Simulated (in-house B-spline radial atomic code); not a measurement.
# Solving the quasi-particle equation for 4s of Sr8+

Configuration [Ar] 3d10 4s2, start PBE; correlation leaves out the 4 deepest shells. Computed with a B-spline radial code for spherical atoms: all electrons, scalar-relativistic (spin-free one-electron X2C), finite nucleus, each spin shell either full or empty, empty states to l = 9 with an (l + 1/2)⁻⁴ tail; G0W0 by contour deformation at full frequency.

At the mean-field level ε = -150.575 eV the matrix elements are Σx = -28.949 eV, v_xc = -23.132 eV and Σc(ε) = -3.201 eV, and the slope of the correlation self-energy is dΣc/dω = -0.0379. The quasi-particle energy solves E = ε + Σx − v_xc + Σc(E).

Q: What does the linearised equation give?

A: Z = 1/(1 − dΣc/dω) = 1/1.0379 = 0.9635. The first-order shift is Σx − v_xc + Σc(ε) = -28.949 − (-23.132) + (-3.201) = -9.018 eV, so E ≈ ε + Z × shift = -150.575 + 0.9635 × (-9.018) = -159.264 eV.

Q: How does that compare with the full solution and with static screening?

A: Solving the equation at full frequency dependence gives E = -159.297 eV, where Σc = -2.906 eV and the weight is 0.970; the linearised value is off by 33 meV. Leaving Z out would give -159.593 eV. Static COHSEX puts -5.743 eV in place of Σc and gives -162.135 eV, 2.84 eV deeper.
